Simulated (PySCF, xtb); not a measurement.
hydrogen selenide (H2Se), SMILES [SeH2].

GFN2-xTB (xtb) at its own geometry gives an orbital gap of 4.37 eV and a dipole moment of 1.50 D.

The structure is a stationary point at ωB97X-D3(BJ)/def2-TZVPD.

What does PySCF with PBE/def2-TZVPD give? (An estimate is asked for; the answer gives what the named calculation found.)

gap 5.08 eV (levels -5.97 and -0.89 eV), dipole 0.67 D.
